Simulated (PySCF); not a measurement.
## Dipole moment and polarisability of SiEtBr3

SiEtBr3, C2H5Br3Si.
Geometry (PBE0-D3(BJ)/def2-SVP, Å), atoms numbered from 1 in this order:
```xyz
11
C2H5Br3Si angstrom
Si    -0.2285   -0.4472   -1.3065
C     -0.2711   -0.4137    0.5577
C      0.4567    0.7632    1.1967
H      0.1553   -1.3782    0.8845
H     -1.3371   -0.4347    0.8435
H      0.3879    0.7155    2.2940
H      1.5241    0.7680    0.9290
H      0.0284    1.7248    0.8755
Br     1.8694   -0.4824   -2.0294
Br    -1.2159    1.3504   -2.1510
Br    -1.2711   -2.2513   -2.0633
```

Level: B3LYP/def2-SVPD (PySCF), static field, nuclei fixed, core orbitals frozen in the response. The polarisability tensor in these axes (au):

```
x   116.16   1.71   2.85
y     1.71 118.12   4.01
z     2.85   4.01 109.91
```

Q: What are the eigenvalues, a third of the trace, and Δα (Δα² = ½Σ(αi − αj)² over the three pairs)?

A: Principal values 107.77, 115.19 and 121.24 au; mean 114.73 au = 17.00 Å³ = 18.92 × 10⁻⁴⁰ C²·m²/J; Δα = 11.68 au (10 % of the mean).

Q: What is the dipole moment, and where does it point?

A: (0.00, 0.13, 2.09) D, 2.09 D in size, pointing from the negative to the positive side. Measured along this direction, the outermost atoms are Br11 at the negative end and H6 at the positive end.

Q: Refractivity n − 1 of an ideal gas of it at 400 K and 1 atm, from the electronic α?

A: N = p/kT = 1.8347 × 10¹⁹ cm⁻³, so n − 1 = 2π × N × 17.00 × 10⁻²⁴ cm³ = 1960 × 10⁻⁶ at long wavelengths.

Q: Orientational against electronic polarisability at 250 K (dilute gas, rigid molecules)?

A: In Gaussian units μ²/3kT = 42.24 Å³ against 17.00 Å³, a ratio of 2.48; the Debye molar polarisation (4π/3)N_A(α + μ²/3kT) is 149.4 cm³/mol, leaving out the vibrational part.

Q: What molar refraction does this α imply?

A: Lorentz–Lorenz: R = (4π/3)N_A α = 2.5225 cm³/(mol·Å³) × 17.00 Å³ = 42.9 cm³/mol, in the limit of long wavelengths.

Q: Sum over states: ᾱ = Σ f/ω², ω in Eh. What share falls to these 10 lowest TDDFT singlets (eV, f)? 5.80, 0.0000; 6.15, 0.0342; 6.17, 0.0346; 6.24, 0.0408; 6.66, 0.0211; 6.67, 0.0215; 7.01, 0.0266; 7.10, 0.0170; 7.21, 0.0019; 7.27, 0.0120.

A: They add up to 3.67 au, 3.2 % of the 114.73 au; the largest single term is 0.78 au, from the state at 6.24 eV. Terms in order: 0.00, 0.67, 0.67, 0.78, 0.35, 0.36, 0.40, 0.25, 0.03, 0.17 au. Higher excitations give the rest. The strengths listed sum to 0.210.

Isolated species at its PBE0-D3(BJ)/def2-SVP geometry, gas phase. The calculation is non-relativistic, for bromine too.
